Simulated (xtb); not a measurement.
Harmonic IR lines of one isomer of CHGeNO, unscaled. Method: xtb 6.7.1 with GFN2-xTB.

wavenumber (cm⁻¹): 119 (vw), 147 (m), 482 (m), 612 (m), 1929 (vs), 3618 (w)

### Question
Identify which structure gives these lines.
A. `[C-]#[N+][Ge][OH]` (excited triplet)
B. `[C-]#[N+][Ge][OH]` (lower singlet)
C. `N#[C][Ge][OH]` (lower singlet)
D. `N#[C][Ge][OH]` (excited triplet)

### Answer
A, `[C-]#[N+][Ge][OH]` (excited triplet)
